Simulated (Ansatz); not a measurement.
Harmonic frequencies (cm⁻¹) at PBE0-D4/def2-TZVP from Ansatz: 40, 208, 248, 387, 432, 517, 766, 846, 1032, 1045, 1165, 1187, 1332, 1367, 1402, 1853, 3086, 3158.

Each molecule was computed in one conformer, which needn't be the lowest.

(1) Which molecule is it?
A. `ClC1CBO1`
B. `[CH2]1[NH][SnH2]1`
C. `OBCF`
D. `O=COC(F)Cl`

Answers

(1) D.
